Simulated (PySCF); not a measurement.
C₄H₁₅NSi₂, singlet, at a GFN2-xTB geometry, atoms displaced at random by about 0.08 Å a coordinate.

Here is a job for PySCF.
```python
from pyscf import gto, scf, dft

mol = gto.M(
    atom='''
Si   -1.449768    0.191079   -0.044270
C    -3.051310    0.809313    0.631085
C    -1.290928   -1.517023    0.821028
C     0.110747    1.225785    0.040372
C     1.025816    1.189270   -0.781936
Si    2.246912   -0.533541   -0.903490
N     2.340258   -0.877928    0.929620
H    -1.631683   -0.177716   -1.663873
H    -2.990203    1.058263    1.576851
H    -3.982674    0.175512    0.403813
H    -3.268418    1.802427    0.041756
H    -0.312589   -2.043048    0.440339
H    -2.158250   -2.177433    0.544630
H    -1.120868   -1.535663    1.898967
H    -0.457451    2.176164    0.057567
H     0.383996    1.082019    1.226629
H     0.662424    1.412859   -1.629250
H     1.836657    1.992712   -0.464879
H     3.494044   -0.200449   -1.416318
H     1.364906   -1.449951   -1.564346
H     1.640632   -0.891644    1.460075
H     2.909774   -1.680495    1.130096
''',
    basis='sto-3g',
    charge=0,
    spin=0,
    verbose=3,
)

mf = dft.RKS(mol)
mf.xc = 'pbe'
mf.kernel()
g = mf.nuc_grad_method()
grad = g.kernel()
```

What HOMO energy does PySCF with PBE/STO-3G, gradient give?

-1.46 eV

Give the Mulliken (on the basis functions themselves) charges in atom order at the level PBE/STO-3G, gradient.

Si1 0.68, C2 -0.42, C3 -0.38, C4 -0.28, C5 -0.32, Si6 0.63, N7 -0.60, H8 -0.14, H9 0.10, H10 0.08, H11 0.06, H12 0.04, H13 0.06, H14 0.06, H15 0.07, H16 0.04, H17 0.11, H18 0.06, H19 -0.10, H20 -0.11, H21 0.21, H22 0.15

Predict the total energy from PBE/STO-3G, gradient.

-785.0333 Eh

What HOMO-LUMO gap does PBE/STO-3G, gradient give?

6.07 eV

Estimate the number of basis functions that PBE/STO-3G, gradient returns for this input.

58

Roughly what does it cost on one core?

around 40 core-seconds (rough).
